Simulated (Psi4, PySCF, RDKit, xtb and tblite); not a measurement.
Torsional profile of SMILES c1c(OC)c(-c2cscc2)sc1. Scanned: dihedral C1–O2–C3–C4; all other coordinates were relaxed at GFN2-xTB. Points at φ and −φ are mirror images. Heavy atoms are numbered in the order of the SMILES COc1ccsc1-c1ccsc1, hydrogens after them in the order of the atoms that carry them; the mirror image has the same energies with the sign of each dihedral reversed.

RHF/6-31G* = restricted Hartree-Fock/6-31G*, spherical d, density fitting // GFN2-xTB run with PySCF; GFN2-xTB (xtb and tblite); UFF // GFN2-xTB (RDKit); PBE-D3(BJ)/def2-SVP // GFN2-xTB (Psi4).

Energies relative to the lowest point of each profile, in mEh; the last columns give the difference from PBE-D3(BJ):

| φ / ° | RHF/6-31G* | GFN2-xTB | UFF | PBE-D3(BJ)/def2-SVP | RHF/6-31G* − PBE-D3(BJ)/def2-SVP | GFN2-xTB − PBE-D3(BJ)/def2-SVP | UFF − PBE-D3(BJ)/def2-SVP |
|---|---|---|---|---|---|---|---|
| -150 | 4.4 | 5.6 | 14.2 | 6.2 | -1.8 | -0.6 | 8.0 |
| -120 | 2.5 | 5.3 | 10.6 | 4.9 | -2.5 | 0.4 | 5.7 |
| -90 | 0.0 | 4.6 | 9.5 | 3.8 | -3.8 | 0.8 | 5.8 |
| -60 | 0.2 | 3.4 | 6.5 | 3.1 | -2.9 | 0.3 | 3.4 |
| -30 | 0.5 | 1.2 | 2.2 | 1.2 | -0.7 | 0.0 | 1.0 |
| 0 | 0.3 | 0.0 | 0.0 | 0.0 | 0.3 | 0.0 | 0.0 |
| 30 | 0.5 | 1.2 | 2.2 | 1.2 | -0.7 | 0.0 | 1.0 |
| 60 | 0.2 | 3.4 | 6.5 | 3.1 | -2.9 | 0.3 | 3.4 |
| 90 | 0.0 | 4.6 | 9.5 | 3.8 | -3.8 | 0.8 | 5.8 |
| 120 | 2.5 | 5.3 | 10.6 | 4.9 | -2.5 | 0.4 | 5.7 |
| 150 | 4.4 | 5.6 | 14.2 | 6.2 | -1.8 | -0.6 | 8.0 |
| 180 | 4.4 | 6.4 | 15.8 | 7.6 | -3.2 | -1.2 | 8.2 |

RHF/6-31G* is furthest from PBE-D3(BJ)/def2-SVP at -90 (-3.8 mEh, below); its mean absolute difference over the points is 2.2 mEh.

GFN2-xTB is furthest from PBE-D3(BJ)/def2-SVP at 180 (-1.2 mEh, below); its mean absolute difference over the points is 0.5 mEh.

UFF is furthest from PBE-D3(BJ)/def2-SVP at 180 (8.2 mEh, above); its mean absolute difference over the points is 4.7 mEh.
